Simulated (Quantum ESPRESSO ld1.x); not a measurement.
Question: All-electron atom: the praseodymium ion Pr23+ in [Kr]. Method: Dirac Kohn-Sham, relativistic LDA (MacDonald-Vosko exchange, VWN5 correlation), spin-unpolarised, spherical densities, point nucleus; computed with ld1.x of Quantum ESPRESSO 7.5. Some entries of the table are withheld. Estimate them.

| orbital | occ. | eigenvalue (eV) | <r> (bohr) | <1/r> (bohr^-1) |
|---|---|---|---|---|
| 1s1/2 | 2 | -42210.0 | 0.02419 | 64.43 |
| 2s1/2 | 2 | -7375.17 | 0.1028 | 15.24 |
| 2p1/2 | 2 | -7017.18 | 0.08621 | 15.23 |
| 2p3/2 | 4 | -6539.53 | 0.09247 | 13.75 |
| 3s1/2 | 2 | -2101.09 | 0.2706 | 5.561 |
| 3p1/2 | 2 | -1948.64 | 0.2597 | (1) |
| 3p3/2 | 4 | -1851.90 | 0.2716 | (2) |
| 3d3/2 | 4 | -1586.74 | 0.2417 | 4.991 |
| 3d5/2 | 6 | -1565.54 | 0.2454 | 4.897 |
| 4s1/2 | 2 | -872.429 | 0.5736 | 2.528 |
| 4p1/2 | 2 | -811.756 | (3) | 2.457 |
| 4p3/2 | 4 | -785.084 | (4) | 2.342 |
| 4d3/2 | 0 | -683.892 | (5) | 2.213 |
| 4d5/2 | 0 | -678.365 | (6) | 2.186 |
| 5s1/2 | 0 | -472.345 | 1.016 | 1.415 |

Answer: 
(1) 3p1/2 <1/r> (bohr^-1): 5.483
(2) 3p3/2 <1/r> (bohr^-1): 5.112
(3) 4p1/2 <r> (bohr): 0.5779
(4) 4p3/2 <r> (bohr): 0.5968
(5) 4d3/2 <r> (bohr): 0.6004
(6) 4d5/2 <r> (bohr): 0.6058
